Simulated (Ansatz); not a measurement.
Input file for Ansatz (a program for electronic structure): R-wB97M-V/def2-TZVPP on ClGeH3O (SMILES [OH][GeH2][Cl]), a point of a torsion scan.

Ansatz 0.2 input:
```yaml
crystal:
  periodic: [false, false, false]
  atoms:
    - {symbol: O, position_ang: [1.26564535, 0.04141583, -0.44509623]}
    - {symbol: Ge, position_ang: [-0.40118541, -0.14469176, -0.00623329]}
    - {symbol: Cl, position_ang: [-0.47447744, -0.43863383, 2.07290408]}
    - {symbol: H, position_ang: [1.87019755, 0.42259773, 0.18860035]}
    - {symbol: H, position_ang: [-0.84280580, -1.35728969, -0.76949545]}
    - {symbol: H, position_ang: [-1.16442471, 1.10692926, -0.36746146]}
basis:
  gaussian:
    orbitals: def2-TZVPP
hamiltonian:
  xc: {name: wB97M-V}
scf: {lower_state_search: off}
```

The head of its log:

```
WARN ansatz: RAYON_NUM_THREADS=1 ignored (pool sized by the plan → 1); use --threads N
Functional definition: wB97M-V
these checks for a lower state are left out or cut short: stability, starts, cluster_reference, orbital_swaps, neighbouring_geometries, increment
integrals: 0.11 GiB planned
1024 factors; their error is unknown
integrals: 0.15 GiB planned
191 factors; integrals over basis functions are off by at most 3.6e-5 eV
mean field: 0.92 GiB planned
mean field evaluation 1: about -71131.0621 eV, gradient 5.1e1 eV
mean field evaluation 2: about -71129.2353 eV, gradient 6.3e1 eV
```

Question: Give the final energy of this run.

Answer: -2614.1741 hartree.
